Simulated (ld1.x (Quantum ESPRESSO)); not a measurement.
Which change was made? (Sc, TM)

Sc, norm-conserving Troullier–Martins (Kleinman–Bylander form), made with ld1.x (Quantum ESPRESSO) 7.5 (PBE, fully relativistic). Core [Ar], reference 3d1 4s0 4p0 (charge +2). Waves: 4s (bound, empty): rc 2.70 bohr; 4p (bound, empty): rc 2.35 bohr; 3d (bound): rc 1.40 bohr. Local part: all-electron potential smoothed inside 1.35 bohr (lloc = -1). Core correction: a·sin(br)/r model core inside 1.20 bohr.

Open shells are filled in proportion to 2j + 1 (rel_dist='average').

Cutoffs, loose and tight: the cutoffs (Ry, on a coarse ladder) from which the occupation-weighted sum of valence levels, in a spherical-Bessel basis at the reference potential, stays within 10 and 1 mRy of its value at 400 Ry. They do not see the model core or the augmentation charge, which bear on the density cutoff. Test errors are all-electron minus pseudo excitation energies from the reference, over the configurations 3d1 4s2 4p0; 3d1 4s1 4p0; 3d1 4s1.5 4p0; 3d1.5 4s1.5 4p0; 3d1 4s0 4p1; 3d1 4s0 4p2; 3d2 4s0 4p0; variants that change the core or the reference have their own tests. The largest error is taken over the tests solved by every variant that gives reliable tests at all, those not shown here included: 3d1 4s1 4p0; 3d1 4s1.5 4p0; 3d1.5 4s1.5 4p0; 3d2 4s0 4p0.

The base gives: outcome: generated; cutoff, loose: 80 Ry; cutoff, tight: 100 Ry; bound ghosts: s, p3/2, p1/2; largest test error (meV): -233.

(1) After one change the result is: outcome: generated; cutoff, loose: 35 Ry; cutoff, tight: 70 Ry; bound ghosts: none; largest test error (meV): -820. Which change was it?
A. core [Ne] 3s2, valence charge 9; reference 3p6 3d1 4s2 4p0; waves now 3p (bound): rc 1.55 bohr; 3d (bound): rc 2.70 bohr; 4s (bound): rc 2.55 bohr; local potential the s channel; core correction a·sin(br)/r model core, default radius (core density twice the valence density)
B. scalar-relativistic
C. local potential all-electron potential smoothed inside 2.62 bohr (lloc = -1)

Answers

(1) A. The others give: local potential all-electron potential smoothed inside 2.62 bohr (lloc = -1) → outcome: generated; cutoff, loose: 80 Ry; cutoff, tight: 100 Ry; bound ghosts: none; largest test error (meV): -265 | scalar-relativistic → outcome: generated; cutoff, loose: 80 Ry; cutoff, tight: 100 Ry; bound ghosts: s, p; largest test error (meV): -234.
